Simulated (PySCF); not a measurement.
# Computed records: Ge2H5NO, GeH7NOSi, CH4AlGeN, AlGeH4N2 and others

Computed with PySCF 2.14.0. Calculation on a computer-drawn molecule: the log of a Hartree-Fock and frozen-core CCSD(T) single point meant for a local Hartree-Fock minimum, with one planted fault or none, to be diagnosed. Offsets are logged minus clean, where the clean run is the same molecule without the fault. The reference is restricted for singlets and unrestricted otherwise, and also for a bond in bohr or an excited solution. Adding or removing an electron swaps singlet and doublet. The excited solution moves the top pair (singlet) or top alpha electron (doublet) to the lowest empty orbital. Highest occupied and lowest empty are orbital energies over both spins, largest force is the largest gradient component, triples share is (T) over the correlation energy, the T1 limit is 0.02 restricted and 0.045 unrestricted, electrons count all cores, a negative frequency is imaginary (commonest isotopes), and the dipole is about the centre of nuclear charge; on germanium a core potential holds 10 electrons, which the energies leave out, and 3d is frozen in MP2 and coupled-cluster steps.

Common to all runs: meant basis and core potential on germanium cc-pVDZ-PP ECP10MDF; logged SCF converged yes; logged CC converged yes; logged SCF stable within its kind yes; possible faults no fault, one electron removed, one electron added, multiplicity raised by two, geometry at a saddle point, SCF held on an excited solution, minimal basis STO-3G, one bond length entered in bohr, all coordinates scaled.

```yaml
- entry: 1
  formula: Ge2H5NO
  logged_structure:
    atoms_angstrom:
      - ["N", 0.573, -1.4181, -1.4884]
      - [Ge, -1.0304, -0.5489, -1.3212]
      - [O, -0.8159, 0.7111, -0.0925]
      - [Ge, 0.1277, 2.2129, 0.0282]
      - [H, 0.7456, -1.8075, -2.399]
      - [H, 0.7568, -2.1261, -0.7989]
      - [H, -1.3487, 0.0833, -2.6762]
      - [H, -2.1695, -1.4296, -0.8055]
      - [H, 0.5111, 2.3421, -1.527]
  given:
    meant_charge: 0
    meant_multiplicity: 1
    meant_basis: cc-pVDZ
    logged_electrons: 83
    logged_basis_functions: 99
    logged_spin_squared: 0.7637
    "logged_highest_occupied [eV]": -12.75
    "logged_lowest_empty [eV]": -6.4359
    "logged_largest_force [hartree/bohr]": 0.083681
    logged_T1_diagnostic: 0.046955
    logged_D1_diagnostic: 0.30093
    logged_triples_share: 0.026586
    "logged_dipole_magnitude [debye]": 9.6618
    "logged_energy_HF [hartree]": -718.6969
    "logged_energy_CCSD(T) [hartree]": -719.24788
    drawn_bonds_atom: [1, 2, 3, 1, 1, 2, 2, 4]
    drawn_bonds_other_atom: [2, 3, 4, 5, 6, 7, 8, 9]
    drawn_bonds_order: [1, 1, 1, 1, 1, 1, 1, 1]
  results:
    planted_fault: "one electron removed"
    "HF_energy_offset_from_clean_run [kcal/mol]": 196.1
    "CCSD(T)_energy_offset_from_clean_run [kcal/mol]": 221.7
  notes: ["T1 above single-reference limit"]
- entry: 2
  formula: GeH7NOSi
  logged_structure:
    atoms_angstrom:
      - ["N", 0.0046, 1.4621, 1.1193]
      - [Ge, -0.9565, 0.1854, 0.2253]
      - [O, 0.1131, -1.2434, 0.2816]
      - [Si, -1.3031, 0.8923, -2.0454]
      - [H, -0.4059, 2.3799, 1.128]
      - [H, 0.2491, 1.2122, 2.0626]
      - [H, -2.2721, -0.2225, 0.925]
      - [H, -0.3378, -2.0739, 0.3196]
      - [H, -2.0744, 2.1596, -2.0695]
      - [H, -2.0752, -0.1427, -2.7743]
      - [H, -0.0032, 1.101, -2.7199]
  given:
    meant_charge: 0
    meant_multiplicity: 1
    meant_basis: "cc-pV(D+d)Z"
    logged_electrons: 69
    logged_basis_functions: 109
    logged_spin_squared: 0.7587
    "logged_highest_occupied [eV]": 2.4048
    "logged_lowest_empty [eV]": 8.4277
    "logged_largest_force [hartree/bohr]": 0.050903
    logged_T1_diagnostic: 0.014914
    logged_D1_diagnostic: 0.057783
    logged_triples_share: 0.025649
    "logged_dipole_magnitude [debye]": 3.1685
    "logged_energy_HF [hartree]": -715.62531
    "logged_energy_CCSD(T) [hartree]": -716.27358
    drawn_bonds_atom: [1, 2, 2, 1, 1, 2, 3, 4, 4, 4]
    drawn_bonds_other_atom: [2, 3, 4, 5, 6, 7, 8, 9, 10, 11]
    drawn_bonds_order: [1, 1, 1, 1, 1, 1, 1, 1, 1, 1]
  results:
    planted_fault: "one electron added"
    "HF_energy_offset_from_clean_run [kcal/mol]": 67.81
    "CCSD(T)_energy_offset_from_clean_run [kcal/mol]": 54.79
  notes: ["highest electron not bound in this basis"]
- entry: 3
  formula: CH4AlGeN
  logged_structure:
    atoms_angstrom:
      - ["N", -0.2869, -1.3037, -0.3044]
      - [Ge, 0.894, -0.8643, 0.9813]
      - [C, 0.5171, 0.0301, 2.4737]
      - [Al, -1.2147, 0.6513, 3.0781]
      - [H, -0.0649, -2.0456, -0.9403]
      - [H, -1.2727, -1.2507, -0.132]
      - [H, 2.2528, -1.3647, 0.501]
      - [H, 1.4273, 0.2135, 3.0519]
  given:
    meant_charge: 0
    meant_multiplicity: 1
    meant_basis: "cc-pV(D+d)Z"
    logged_electrons: 62
    logged_basis_functions: 94
    logged_spin_squared: 0.0
    "logged_highest_occupied [eV]": -7.2585
    "logged_lowest_empty [eV]": 1.5477
    "logged_largest_force [hartree/bohr]": 1.4564e-05
    "logged_lowest_frequency [cm^-1]": 98.608
    logged_T1_diagnostic: 0.015738
    logged_D1_diagnostic: 0.04671
    logged_triples_share: 0.035197
    "logged_dipole_magnitude [debye]": 3.7308
    "logged_energy_HF [hartree]": -629.88489
    "logged_energy_CCSD(T) [hartree]": -630.39077
    drawn_bonds_atom: [1, 2, 3, 1, 1, 2, 3]
    drawn_bonds_other_atom: [2, 3, 4, 5, 6, 7, 8]
    drawn_bonds_order: [1, 2, 1, 1, 1, 1, 1]
  results:
    planted_fault: "no fault"
    "HF_energy_offset_from_clean_run [kcal/mol]": 0.0
    "CCSD(T)_energy_offset_from_clean_run [kcal/mol]": 0.0
- entry: 4
  formula: CH4AlGeN
  logged_structure:
    atoms_angstrom:
      - ["N", -0.2869, -1.3037, -0.3044]
      - [Ge, 0.894, -0.8643, 0.9813]
      - [C, 0.5171, 0.0301, 2.4737]
      - [Al, -1.2147, 0.6513, 3.0781]
      - [H, -0.0649, -2.0456, -0.9403]
      - [H, -1.2727, -1.2507, -0.132]
      - [H, 2.2528, -1.3647, 0.501]
      - [H, 1.4273, 0.2135, 3.0519]
  given:
    meant_charge: 0
    meant_multiplicity: 1
    meant_basis: "cc-pV(D+d)Z"
    logged_electrons: 62
    logged_basis_functions: 94
    logged_spin_squared: 2.0116
    "logged_highest_occupied [eV]": -5.6533
    "logged_lowest_empty [eV]": 0.70174
    "logged_largest_force [hartree/bohr]": 0.0095619
    logged_T1_diagnostic: 0.019734
    logged_D1_diagnostic: 0.06743
    logged_triples_share: 0.036661
    "logged_dipole_magnitude [debye]": 3.2515
    "logged_energy_HF [hartree]": -629.83485
    "logged_energy_CCSD(T) [hartree]": -630.31559
    drawn_bonds_atom: [1, 2, 3, 1, 1, 2, 3]
    drawn_bonds_other_atom: [2, 3, 4, 5, 6, 7, 8]
    drawn_bonds_order: [1, 2, 1, 1, 1, 1, 1]
  results:
    planted_fault: "multiplicity raised by two"
    "HF_energy_offset_from_clean_run [kcal/mol]": 31.4
    "CCSD(T)_energy_offset_from_clean_run [kcal/mol]": 47.18
- entry: 5
  formula: AlGeH4N2
  logged_structure:
    atoms_angstrom:
      - ["N", 1.8658, 2.1185, -0.4796]
      - [Ge, 1.3422, 1.0834, 0.8247]
      - ["N", 0.413, -0.3077, 0.5458]
      - [Al, -0.4877, -1.6813, 0.426]
      - [H, 1.645, 1.9421, -1.4418]
      - [H, 2.4155, 2.9443, -0.332]
      - [H, 1.794, 1.5495, 2.1852]
      - [H, -1.3306, -2.9635, 0.2949]
  given:
    meant_charge: 1
    meant_multiplicity: 1
    meant_basis: "cc-pV(D+d)Z"
    logged_electrons: 62
    logged_basis_functions: 94
    logged_spin_squared: 2.033
    "logged_highest_occupied [eV]": -9.6926
    "logged_lowest_empty [eV]": -5.4369
    "logged_largest_force [hartree/bohr]": 0.13048
    logged_T1_diagnostic: 0.077698
    logged_D1_diagnostic: 0.46624
    logged_triples_share: 0.037692
    "logged_dipole_magnitude [debye]": 4.2463
    "logged_energy_HF [hartree]": -646.14255
    "logged_energy_CCSD(T) [hartree]": -646.63907
    drawn_bonds_atom: [1, 2, 3, 1, 1, 2, 4]
    drawn_bonds_other_atom: [2, 3, 4, 5, 6, 7, 8]
    drawn_bonds_order: [1, 2, 1, 1, 1, 1, 1]
  results:
    planted_fault: "multiplicity raised by two"
    "HF_energy_offset_from_clean_run [kcal/mol]": 101.6
    "CCSD(T)_energy_offset_from_clean_run [kcal/mol]": 111.9
  notes: ["T1 above single-reference limit"]
- entry: 6
  formula: Ge2H4N2
  logged_structure:
    atoms_angstrom:
      - ["N", 1.3235, 0.3687, -0.2321]
      - [Ge, 0.4134, -0.5417, -1.4707]
      - ["N", -1.1317, -0.1799, -1.9547]
      - [Ge, -2.9221, -0.2377, -2.0471]
      - [H, 0.9545, 1.2303, 0.1229]
      - [H, 2.3242, 0.3335, -0.1996]
      - [H, 1.3125, -1.6289, -2.0326]
      - [H, -3.0904, 0.7681, -3.2864]
  given:
    meant_charge: 0
    meant_multiplicity: 1
    meant_basis: cc-pVDZ
    logged_electrons: 81
    logged_basis_functions: 94
    logged_spin_squared: 0.7994
    "logged_highest_occupied [eV]": -14.729
    "logged_lowest_empty [eV]": -5.7512
    "logged_largest_force [hartree/bohr]": 0.089339
    logged_T1_diagnostic: 0.029518
    logged_D1_diagnostic: 0.10431
    logged_triples_share: 0.038591
    "logged_dipole_magnitude [debye]": 0.30231
    "logged_energy_HF [hartree]": -697.69116
    "logged_energy_CCSD(T) [hartree]": -698.23544
    drawn_bonds_atom: [1, 2, 3, 1, 1, 2, 4]
    drawn_bonds_other_atom: [2, 3, 4, 5, 6, 7, 8]
    drawn_bonds_order: [1, 2, 1, 1, 1, 1, 1]
  results:
    planted_fault: "one electron removed"
    "HF_energy_offset_from_clean_run [kcal/mol]": 151.2
    "CCSD(T)_energy_offset_from_clean_run [kcal/mol]": 165.3
- entry: 7
  formula: GeH5N2Si
  logged_structure:
    atoms_angstrom:
      - ["N", -1.6373, 2.1442, 2.5682]
      - [Ge, -0.462, 0.8852, 1.8797]
      - ["N", 0.047, 1.3392, 0.2055]
      - [Si, -0.2991, 2.1866, -1.0689]
      - [H, -1.8484, 2.0056, 3.5431]
      - [H, -2.5129, 2.2065, 2.0757]
      - [H, 0.7652, 0.8802, 2.8144]
      - [H, -1.4142, 3.1426, -1.2262]
      - [H, 0.4828, 2.0739, -2.3105]
  given:
    meant_charge: 0
    meant_multiplicity: 2
    meant_basis: "cc-pV(D+d)Z"
    logged_electrons: 65
    logged_basis_functions: 99
    logged_spin_squared: 3.7846
    "logged_highest_occupied [eV]": -5.8615
    "logged_lowest_empty [eV]": 0.42415
    "logged_largest_force [hartree/bohr]": 0.12938
    logged_T1_diagnostic: 0.023895
    logged_D1_diagnostic: 0.12002
    logged_triples_share: 0.027758
    "logged_dipole_magnitude [debye]": 2.7748
    "logged_energy_HF [hartree]": -693.98531
    "logged_energy_CCSD(T) [hartree]": -694.51842
    drawn_bonds_atom: [1, 2, 3, 1, 1, 2, 4, 4]
    drawn_bonds_other_atom: [2, 3, 4, 5, 6, 7, 8, 9]
    drawn_bonds_order: [1, 2, 1, 1, 1, 1, 1, 1]
  results:
    planted_fault: "multiplicity raised by two"
    "HF_energy_offset_from_clean_run [kcal/mol]": 59.21
    "CCSD(T)_energy_offset_from_clean_run [kcal/mol]": 84.44
- entry: 8
  formula: BGeH5NO
  logged_structure:
    atoms_angstrom:
      - ["N", 2.0306, 0.2587, 0.0]
      - [Ge, 0.4655, -0.6538, 0.0]
      - [B, -1.2992, 0.2944, 0.0]
      - [O, -2.4479, -0.4282, 0.0]
      - [H, 2.9234, -0.1896, 0.0]
      - [H, 2.0844, 1.2565, 0.0]
      - [H, 0.7762, -2.142, 0.0]
      - [H, -1.3059, 1.4974, 0.0]
      - [H, -3.227, 0.1067, 0.0]
  given:
    meant_charge: 0
    meant_multiplicity: 2
    meant_basis: cc-pVDZ
    logged_electrons: 57
    logged_basis_functions: 90
    logged_spin_squared: 0.7619
    "logged_highest_occupied [eV]": -6.3783
    "logged_lowest_empty [eV]": 1.9155
    "logged_largest_force [hartree/bohr]": 4.8437e-05
    "logged_lowest_frequency [cm^-1]": -421.35
    logged_T1_diagnostic: 0.018083
    logged_D1_diagnostic: 0.077296
    logged_triples_share: 0.026314
    "logged_dipole_magnitude [debye]": 1.3205
    "logged_energy_HF [hartree]": -450.30388
    "logged_energy_CCSD(T) [hartree]": -450.88417
    drawn_bonds_atom: [1, 2, 3, 1, 1, 2, 3, 4]
    drawn_bonds_other_atom: [2, 3, 4, 5, 6, 7, 8, 9]
    drawn_bonds_order: [1, 1, 1, 1, 1, 1, 1, 1]
  results:
    planted_fault: "geometry at a saddle point"
    "HF_energy_offset_from_clean_run [kcal/mol]": 5.215
    "CCSD(T)_energy_offset_from_clean_run [kcal/mol]": 4.388
```
